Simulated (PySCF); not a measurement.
Cl4Hf, SMILES [Cl][Hf+]([Cl])([Cl])[Cl] (connectivity only; charge and spin as stated), charge +1, multiplicity 2.

Coordinates come from a B3LYP-D3(BJ)/def2-SVP optimisation. The multiplicity is an assumed one; other spin states were not compared. The def2 effective core potentials stand for the cores of Hf; spin–orbit coupling is left out.

The numbers are results of B3LYP-D3(BJ)/def2-SVP (PySCF), not measurements.

Frequencies are harmonic and unscaled.

Modes within 1.5 cm⁻¹ of each other (mostly degenerate sets) share a row, with their intensities summed.

Problem. List the normal modes with their intensities. (An estimate is asked for; the answer gives what the named calculation found.)

Solution. 
| mode | ν (cm⁻¹) | IR (km/mol) | moving atoms (share of kinetic energy) |
|---|---|---|---|
| 1–2 | 10 | 14.5 | Cl 71 %, Hf 29 % |
| 3 | 66 | 0.0 | Cl 100 % |
| 4 | 72 | 0.7 | Cl 77 %, Hf 23 % |
| 5 | 76 | 0.0 | Cl 100 % |
| 6–7 | 233 | 191.5 | Cl 85 %, Hf 15 % |
| 8 | 278 | 17.4 | Cl 79 %, Hf 21 % |
| 9 | 363 | 0.0 | Cl 100 % |
